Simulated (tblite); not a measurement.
A tight-binding relaxation on `CCCCS[Si@](C)(Cl)[Si](C)(C)Cl`.

Computed with GFN2-xTB geometry optimisation, gas phase (tblite 0.8.0). Start geometry: from a force field or distance geometry. The command runs a driver script over a list of jobs; the input below is this job's line of settings and its coordinates in Å.

Command:
```bash
OMP_NUM_THREADS=2 python probes_run.py task.json out
```

Input:
```
{"job": {"kind": "relax", "xc": "GFN2-xTB", "basis": "xTB"}, "charge": 0, "multiplicity": 1}
C      4.189700     0.909000    -0.383700
C      3.862800    -0.098500     0.664500
C      2.405400    -0.386700     0.861700
C      1.588600     0.829500     1.248200
S     -0.173100     0.450000     1.478700
Si    -0.957800    -0.064900    -0.443700
C     -0.378400    -1.784600    -0.847400
Cl    -0.055800     1.226700    -1.830500
Si    -3.138900     0.185400    -0.617900
C     -4.116100    -1.328600    -0.146600
C     -3.782800     1.628500     0.371800
Cl    -3.559300     0.578200    -2.631300
H      5.296200     0.924500    -0.489300
H      3.890200     1.947200    -0.119800
H      3.798200     0.593400    -1.363900
H      4.317700    -1.069200     0.332200
H      4.390200     0.147000     1.611400
H      1.970000    -0.826600    -0.064800
H      2.306600    -1.127500     1.686400
H      2.012200     1.280700     2.192300
H      1.679100     1.564900     0.420000
H      0.392100    -1.719700    -1.635700
H     -1.249400    -2.380700    -1.149800
H      0.043800    -2.264400     0.061900
H     -4.836900    -1.513500    -0.964800
H     -3.477900    -2.225900    -0.017100
H     -4.701500    -1.092000     0.759700
H     -4.454100     2.220500    -0.292600
H     -4.375500     1.223500     1.219500
H     -2.903200     2.202700     0.732800
```

**Question.** What does the run print?

**Answer.** 
```
step      E/eV     max force
  0   -1089.63716    2.270
  1   -1089.96317    1.125
  2   -1090.08931    0.536
  3   -1090.15488    0.524
  4   -1090.21720    0.490
  5   -1090.24745    0.326
  6   -1090.26687    0.330
  7   -1090.28161    0.344
  8   -1090.29549    0.376
  9   -1090.30790    0.320
... (254 lines left out)
264   -1090.48976    0.015
265   -1090.48982    0.016
266   -1090.48988    0.019
267   -1090.48994    0.018
268   -1090.48999    0.012
269   -1090.49003    0.011
270   -1090.49006    0.012
271   -1090.49010    0.014
272   -1090.49012    0.011
273   -1090.49014    0.008
```

«max force» is the largest atomic force in eV/Å.

**Question.** From which step on does the largest force stay under 0.1 eV/Å, and how much energy is left to gain from there?

**Answer.** From step 89 (0.087 eV/Å), 40.1 meV above the end.

Main results: energy lowered by 19.7 kcal/mol over 273 steps; largest atomic force 0.008 eV/Å at the end.

**Question.** Where do the atoms end?

**Answer.** 0.823 Å rms from the input after alignment:
```
atom  x, y, z in Å
C1     4.1273    1.2699   -0.0275
C2     3.9037    0.0056    0.7946
C3     2.4728   -0.5255    0.6941
C4     1.4585    0.4212    1.3113
S5    -0.2089   -0.3163    1.4196
Si6   -0.8945   -0.3459   -0.6482
C7    -0.4385   -2.0284   -1.4311
Cl8    0.1541    1.0779   -1.6812
Si9   -3.1818    0.1077   -0.6225
C10   -4.0915   -1.0870    0.5480
C11   -3.5724    1.9148   -0.1513
Cl12  -3.9084   -0.2083   -2.5094
H13    5.1793    1.5464   -0.0158
H14    3.5541    2.1026    0.3718
H15    3.8262    1.1102   -1.0607
H16    4.5832   -0.7733    0.4407
H17    4.1436    0.2027    1.8419
H18    2.2226   -0.6843   -0.3573
H19    2.4096   -1.4891    1.2055
H20    1.7218    0.6546    2.3427
H21    1.3677    1.3448    0.7441
H22    0.6350   -2.1605   -1.5487
H23   -0.8917   -2.1245   -2.4139
H24   -0.8033   -2.8472   -0.8172
H25   -5.1541   -0.8653    0.5966
H26   -3.9895   -2.1176    0.2202
H27   -3.6907   -1.0220    1.5546
H28   -4.6418    2.1107   -0.1632
H29   -3.2048    2.1412    0.8452
H30   -3.1055    2.6135   -0.8407
```

Hardware: 2 threads of an Intel Xeon at 2.70 GHz, shared host. Cost: 15 s wall, 30 s CPU.
Labels such as C1 count atoms from 1, the log's own numbers from 0.
